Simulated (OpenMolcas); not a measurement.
**N, P, As, Sb, Bi: ns² np³ down the group**

```yaml
Program: OpenMolcas
Method: SS-RASPT2, IPEA 0.25 Eh, imaginary shift 0.1 Eh
Basis: ANO-RCC-VQZP
Scalar_Hamiltonian: DKH2, point nucleus
Spin-orbit_coupling: state interaction with AMFI integrals over the reference wave functions, term energies averaged over their components
```

Active space for each ion: 3 electrons in 9 orbitals (RAS2 p; RAS3 s d, at most 1 electron); closed shells correlated by CASPT2: N 1s 2s; P 2s 2p 3s; As 3d 4s; Sb 4d 5s; Bi 5d 6s.

Computed levels in cm-1 above ⁴S°_3/2:

```
                                Level      N      P     As     Sb     Bi
                              ²D°_3/2  19330  11650  11360   9620  10590
                              ²D°_5/2  19330  11650  11540  10500  14330
                              ²P°_1/2  32800  22580  21710  19640  22930
                              ²P°_3/2  32800  22580  21950  20920  31240
weight of ⁴S° in the lowest level (%)    100    100    100     98     71
```

Mixed levels, with the weight of the term that names them: Bi ⁴S°_3/2 (71 %), Bi ²D°_3/2 (68 %), Bi ²P°_3/2 (70 %).

Measured, with the error of the calculation in %. Measured levels: N, P, As, Sb, Bi from NIST Handbook of Basic Atomic Spectroscopic Data.

| Level | N | P | As | Sb | Bi |
| --- | --- | --- | --- | --- | --- |
| ²D°_3/2 | 19233 (+0.5) | 11361 (+2.5) | 10593 (+7.3) | 8512 (+13.1) | 11419 (-7.2) |
| ²D°_5/2 | 19224 (+0.6) | 11377 (+2.4) | 10915 (+5.7) | 9854 (+6.6) | 15438 (-7.2) |
| ²P°_1/2 | 28839 (+13.7) | 18723 (+20.6) | 18186 (+19.4) | 16395 (+19.8) | 21661 (+5.8) |
| ²P°_3/2 | 28839 (+13.7) | 18748 (+20.5) | 18648 (+17.7) | 18464 (+13.3) | 33165 (-5.8) |

Without spin-orbit coupling ²D° lies 19330, 11650, 11470, 10090, 9760 cm-1 above ⁴S° in that order; the difference to the level ²D°_3/2, of either sign, comes from spin-orbit coupling, which also lowers the zero.

CASPT2 breaks the degeneracy within a term, and the mean is taken; among the terms shown or strongly mixed into the levels shown the widest spread is 170 cm-1 (2s² 2p³ ²D°, N). Over all roots computed the reference weight is 0.90 to 0.96 in P; the roots of lowest weight are the least certain, and an intruder state may touch them. With the s shell closed, the reference lacks s² → p² mixing. No level of 2s² 2p² 3d was computed, though it lies in the active space (holds for N). Some terms miss by over 15 % even with CASPT2, which points to a basis or an active space too small for the shells correlated (holds for P; As; Sb). No level of 5s² 5p² 5d was computed, though it lies in the active space (holds for Sb). No level of 6s² 6p² 6d was computed, though it lies in the active space (holds for Bi). Measured partners are found by configuration, term and J. A level has none where our copy of the source lacks it or the pairing is in doubt (some pairs that miss far off the trend of their configuration count as doubtful), and it then counts in no deviation. Where the source uses jj or jK labels, the order within each J decides. Levels of configurations outside the active space are missing.

° marks odd parity.
